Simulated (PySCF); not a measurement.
F$_{2}$Ge, charge -1, doublet, at a GFN2-xTB geometry (a state made from the parent by changing its charge; the spin is typed, not shown lowest); HF/6-31G** (PySCF).

Input for PySCF:
```python
from pyscf import gto, scf

mol = gto.M(
    atom='''
Ge    0.01273408   -0.00945855    0.40380931
F     0.85130033    1.56847282   -0.70909783
F    -0.89657706   -1.53484242   -0.72666861
''',
    basis='6-31g**',
    charge=-1,
    spin=1,
    verbose=4,
)

mf = scf.UHF(mol)
mf.kernel()
mf.analyze()
```

**Question.** What does PySCF print? Leave out banner, timings and long lists.

**Answer.** 
```
PySCF version 2.14.0

[INPUT] verbose = 4
[INPUT] num. atoms = 3
[INPUT] num. electrons = 51
[INPUT] charge = -1
[INPUT] spin (= nelec alpha-beta = 2S) = 1
[INPUT] symmetry False subgroup None
[INPUT] Mole.unit = angstrom
[INPUT] Symbol           X                Y                Z      unit          X                Y                Z       unit  Magmom
[...]
nuclear repulsion = 156.825620326535
number of shells = 24
number of NR pGTOs = 149
number of NR cGTOs = 60
basis = 6-31g**
ecp = {}

******** <class 'pyscf.scf.uhf.UHF'> ********
method = UHF
initial guess = minao
damping factor = 0
level_shift factor = 0
DIIS = <class 'pyscf.scf.diis.CDIIS'>
diis_start_cycle = 1
diis_space = 8
diis_damp = 0
SCF conv_tol = 1e-09
SCF conv_tol_grad = None
SCF max_cycles = 50
direct_scf = True
direct_scf_tol = 1e-13
number electrons alpha = 26  beta = 25
Set gradient conv threshold to 3.16228e-05
init E= -2272.55618224251

cycle= 1 E= -2273.81530908085  delta_E= -1.26  |g|= 0.635  |ddm|= 1.03
cycle= 2 E= -2273.89590822328  delta_E= -0.0806  |g|= 0.492  |ddm|= 0.703
cycle= 3 E= -2273.97237255807  delta_E= -0.0765  |g|= 0.0306  |ddm|= 0.273
cycle= 4 E= -2273.97400032888  delta_E= -0.00163  |g|= 0.0123  |ddm|= 0.0818
cycle= 5 E= -2273.97429996972  delta_E= -0.0003  |g|= 0.00673  |ddm|= 0.0356
cycle= 6 E= -2273.97440483561  delta_E= -0.000105  |g|= 0.00328  |ddm|= 0.0216
cycle= 7 E= -2273.97445053808  delta_E= -4.57e-05  |g|= 0.0017  |ddm|= 0.0175
cycle= 8 E= -2273.97446466322  delta_E= -1.41e-05  |g|= 0.000975  |ddm|= 0.00993
cycle= 9 E= -2273.97446919901  delta_E= -4.54e-06  |g|= 0.00046  |ddm|= 0.00607
cycle= 10 E= -2273.97446999425  delta_E= -7.95e-07  |g|= 0.000185  |ddm|= 0.00244
cycle= 11 E= -2273.97447008593  delta_E= -9.17e-08  |g|= 5.04e-05  |ddm|= 0.000729
cycle= 12 E= -2273.9744700903  delta_E= -4.37e-09  |g|= 2.63e-05  |ddm|= 0.000142
cycle= 13 E= -2273.97447009106  delta_E= -7.63e-10  |g|= 4.7e-06  |ddm|= 7.26e-05
Extra cycle  E= -2273.9744700911  delta_E= -3.59e-11  |g|= 2.59e-06  |ddm|= 9.67e-06
converged SCF energy = -2273.9744700911  <S^2> = 0.76975539  2S+1 = 2.0196588
**** SCF Summaries ****
Total Energy =                       -2273.974470091097828
Nuclear Repulsion Energy =             156.825620326535045
One-electron Energy =                -3499.267219758900865
Two-electron Energy =                 1068.467129341267992
Two-electron Coulomb Energy =         1166.365640663097565
DFT Exchange-Correlation Energy =      -97.898511321829574
**** MO energy ****
                             alpha | beta                alpha | beta
[...]
To work with the spin densities directly, `use mulliken_meta_spin()` only printing them here.

 ** Mulliken spin pop alpha/beta on meta-lowdin orthogonal AOs **
 ** Mulliken Spin Density (per AO)  **
spin_pop of  0 Ge 1s        0.00000
spin_pop of  0 Ge 2s        0.00000
spin_pop of  0 Ge 3s        0.00001
spin_pop of  0 Ge 4s        0.04018
spin_pop of  0 Ge 5s        0.00134
spin_pop of  0 Ge 2px       0.00000
spin_pop of  0 Ge 2py       0.00000
spin_pop of  0 Ge 2pz      -0.00000
spin_pop of  0 Ge 3px       0.00001
spin_pop of  0 Ge 3py       0.00000
spin_pop of  0 Ge 3pz      -0.00001
spin_pop of  0 Ge 4px       0.72538
spin_pop of  0 Ge 4py       0.23225
spin_pop of  0 Ge 4pz      -0.05718
spin_pop of  0 Ge 5px       0.00456
spin_pop of  0 Ge 5py       0.00143
spin_pop of  0 Ge 5pz       0.00015
spin_pop of  0 Ge 3dxy      0.00002
spin_pop of  0 Ge 3dyz      0.00001
spin_pop of  0 Ge 3dz^2     0.00000
spin_pop of  0 Ge 3dxz      0.00002
spin_pop of  0 Ge 3dx2-y2    0.00003
spin_pop of  0 Ge 4dxy      0.00306
spin_pop of  0 Ge 4dyz      0.00015
spin_pop of  0 Ge 4dz^2    -0.00058
spin_pop of  0 Ge 4dxz      0.00033
spin_pop of  0 Ge 4dx2-y2    0.00101
spin_pop of  0 Ge 5dxy      0.00186
spin_pop of  0 Ge 5dyz      0.00010
spin_pop of  0 Ge 5dz^2    -0.00041
spin_pop of  0 Ge 5dxz      0.00027
spin_pop of  0 Ge 5dx2-y2    0.00057
spin_pop of  1 F 1s       -0.00000
spin_pop of  1 F 2s        0.00149
spin_pop of  1 F 3s        0.00016
spin_pop of  1 F 2px       0.01511
spin_pop of  1 F 2py       0.00705
spin_pop of  1 F 2pz      -0.00099
spin_pop of  1 F 3px      -0.00007
spin_pop of  1 F 3py       0.00001
spin_pop of  1 F 3pz      -0.00001
spin_pop of  1 F 3dxy     -0.00000
spin_pop of  1 F 3dyz      0.00000
spin_pop of  1 F 3dz^2     0.00000
spin_pop of  1 F 3dxz     -0.00001
spin_pop of  1 F 3dx2-y2   -0.00002
spin_pop of  2 F 1s       -0.00000
spin_pop of  2 F 2s        0.00149
spin_pop of  2 F 3s        0.00016
spin_pop of  2 F 2px       0.01525
spin_pop of  2 F 2py       0.00686
spin_pop of  2 F 2pz      -0.00095
spin_pop of  2 F 3px      -0.00006
spin_pop of  2 F 3py      -0.00000
spin_pop of  2 F 3pz      -0.00001
spin_pop of  2 F 3dxy     -0.00000
spin_pop of  2 F 3dyz      0.00000
spin_pop of  2 F 3dz^2     0.00000
spin_pop of  2 F 3dxz     -0.00001
spin_pop of  2 F 3dx2-y2   -0.00002
 ** Mulliken Spin Density (per atom)  **
spin density of  0 Ge =      0.95456
spin density of  1 F =      0.02272
spin density of  2 F =      0.02272
 ** Mulliken pop alpha/beta on meta-lowdin orthogonal AOs **
 ** Mulliken pop       alpha | beta **
In total            26.00000 | 25.00000
 ** Mulliken atomic charges   ( Nelec_alpha | Nelec_beta ) **
charge of  0Ge =      0.36076  (    16.29690     15.34234 )
charge of  1F =     -0.68038  (     4.85155      4.82883 )
charge of  2F =     -0.68038  (     4.85155      4.82883 )

WARN: System has nonzero charge -1; the dipole moment is origin-dependent.
Location of origin: [0. 0. 0.]

Dipole moment(X, Y, Z, Debye):  0.08484, -0.06301,  2.69022
```
